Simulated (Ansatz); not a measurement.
Mulliken charges of C2H4F2OSi (`OC1[SiH2]C1(F)F`) from B3LYP/def2-TZVPP in Ansatz (PBE0-D4/def2-TZVP geometry).

| atom | x (Å) | y (Å) | z (Å) | charge (e) |
| --- | --- | --- | --- | --- |
| O1 | 0.917 | -1.609 | -0.605 | -0.315 |
| C2 | 0.375 | -0.689 | 0.275 | -0.009 |
| Si3 | 0.482 | 1.217 | 0.348 | 0.207 |
| C4 | -0.924 | 0.023 | -0.033 | 0.307 |
| F5 | -1.237 | -0.072 | -1.358 | -0.221 |
| F6 | -2.019 | -0.283 | 0.688 | -0.197 |
| H7 | 0.573 | -1.422 | -1.484 | 0.198 |
| H8 | 0.362 | -1.078 | 1.294 | 0.112 |
| H9 | 0.614 | 1.840 | 1.682 | -0.044 |
| H10 | 0.939 | 2.022 | -0.805 | -0.039 |

Q: By hand: the dipole of these point charges (1 e Å = 4.8032 D).

A: Σ q r = (0.285, 0.282, 0.223) e Å, of length 0.459 e Å = 2.20 D.

Q: How does the dipole of the full density compare? (Estimate.)

A: The calculation gave: (0.270, 0.317, 0.048) e Å, 2.01 D; the point charges give 1.09 times that, at 23° from its direction.

Point charges leave out the atoms' own dipoles, such as those of lone pairs, and Mulliken's split depends on the basis, so the two needn't agree.

B3LYP here is the variant with VWN-RPA as its local correlation; programs differ in this.
